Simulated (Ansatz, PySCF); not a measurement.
Complex: CH4O (SMILES CO) (first 6 atoms) with CH4S (SMILES CS); geometry from B3LYP-D3(BJ)/def2-TZVP.
(charge 0, multiplicity 1):
| atom | x (Å) | y (Å) | z (Å) |
|---|---|---|---|
| C | -0.2896 | -0.5451 | 0.0904 |
| O | -0.1998 | 0.7684 | 0.6352 |
| H | -1.2677 | -0.7301 | -0.3651 |
| H | -0.1510 | -1.2349 | 0.9213 |
| H | 0.4924 | -0.7335 | -0.6519 |
| H | -0.2780 | 1.4103 | -0.0770 |
| C | -1.2250 | 0.0362 | 3.9223 |
| S | 0.5568 | -0.3231 | 3.7860 |
| H | -1.7419 | -0.2159 | 2.9993 |
| H | -1.6089 | -0.5847 | 4.7300 |
| H | -1.3960 | 1.0824 | 4.1670 |
| H | 0.7695 | 0.4326 | 2.6953 |

Interaction energies are E(AB) − E(A) − E(B) at the monomers' geometry in the complex; basis-set methods are counterpoise corrected.

Cores are frozen in the correlated methods. Rows in 6-31G* carry no dispersion term and start afresh at each structure (6-31G* with six Cartesian d functions).

The values were computed with Ansatz (Gaussian basis) for Hartree–Fock, density functionals and correlated methods; PySCF for 6-31G* rows, the dispersion terms. Values without a source in brackets are computed.

**Question.** Estimate the interaction energy that B3LYP/6-31G* returns for this input.

**Answer.** -6 kJ/mol

Ansatz is a first-principles code.
